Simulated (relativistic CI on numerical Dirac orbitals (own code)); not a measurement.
## How the errors of a small relativistic CI change along the 46-electron sequence

Levels calculated with a relativistic CI code on KLI orbitals, against measured ones, in five cumulative steps: (1) Dirac-Coulomb, each configuration alone; (2) with Breit and QED terms; (3) with configuration mixing; (4) with scaled Slater integrals; (5) with a P86 correlation estimate. Each ion has its own short list of configurations; levels above 2,000 cm⁻¹ that pair in every step are counted, and ions without enough such levels are left out. The scale is 0.85 up to charge 4 and 0.9 beyond; P86 is a density functional added for each configuration.

Median relative error (%):

```
   Ion    Ground  Levels   (1)   (2)   (3)   (4)   (5)
  Pd I      4d10      19  31.1  31.2  29.3  28.3  14.8
 Ag II      4d10      13   8.9   8.8   8.7   8.5   1.9
Cd III      4d10      15   2.6   2.4   2.4   1.9   3.8
 In IV      4d10      41   2.7   2.6   2.5   2.5   1.1
  Sn V  4p6 4d10      13   0.8   0.6   0.6   0.7   2.2
Te VII  4p6 4d10      12   0.4   0.4   0.4   0.3   1.7
```

Mean absolute error (cm⁻¹):

```csv
Ion,(1),(2),(3),(4),(5)
Pd I,9735,9597,8924,8863,4141
Ag II,6371,6205,6196,6081,1502
Cd III,5431,5268,5256,5281,5468
In IV,6515,6422,6283,6176,3490
Sn V,3400,3398,3444,3416,8377
Te VII,1561,1582,1509,1304,7359
```

In step (3), fully ab initio, the relative error is 29.3 % for Pd I and 0.4 % for Te VII, while the absolute error goes from 8924 to 1509 cm⁻¹. Level energies grow with the charge (linearly within a shell, quadratically where n changes), mostly faster than the correlation that the model misses, so the relative error falls. The sets of levels differ from ion to ion, which blurs the trend. Mixing (step 3) lowers the mean absolute error for 5 of the 6 ions and scaling (step 4) for 5. The P86 step changes the mean absolute error by a factor of 0.5 for the first ion and 5.6 for the last.

Sources of the measured levels: Pd I, NIST Handbook of Basic Atomic Spectroscopic Data (Sansonetti and Martin, J. Phys. Chem. Ref. Data 34, 1559 (2005)); Ag II, NIST Handbook of Basic Atomic Spectroscopic Data (Sansonetti and Martin, J. Phys. Chem. Ref. Data 34, 1559 (2005)); Cd III, Moore, Atomic Energy Levels, vol. III, NSRDS-NBS 35 (1971 reprint of NBS Circular 467, 1958); In IV, measured levels as listed in Gamrath, thesis, University of Mons (2023); Sn V, Moore, Atomic Energy Levels, vol. III, NSRDS-NBS 35 (1971 reprint of NBS Circular 467, 1958); Te VII, Moore, Atomic Energy Levels, vol. III, NSRDS-NBS 35 (1971 reprint of NBS Circular 467, 1958).
